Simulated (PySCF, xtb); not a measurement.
B(F)2(OAc) (C2H3BF2O2), SMILES B(F)(F)OC(=O)C. One conformer was computed; it need not be the lowest.

Harmonic wavenumbers (cm⁻¹) from GFN2-xTB (xtb 6.7.1) at its own minimum, in rising order: 29, 77, 115, 117, 319, 366, 450, 531, 576, 632, 772, 960, 1002, 1005, 1141, 1323, 1338, 1362, 1427, 1431, 1831, 3030, 3042, 3072.

Question: What does ωB97X-D3(BJ)/def2-SVP (PySCF) give at its own minimum? (Estimate from the structure and the level; the computed values follow.)

Answer: 46, 89, 121, 154, 344, 414, 502, 585, 652, 690, 825, 973, 1038, 1064, 1273, 1403, 1437, 1447, 1457, 1488, 1935, 3090, 3184, 3228. Paired by order, the mean absolute difference is 62 cm⁻¹ and the zero-point energies are 37.1 and 39.2 kcal/mol.
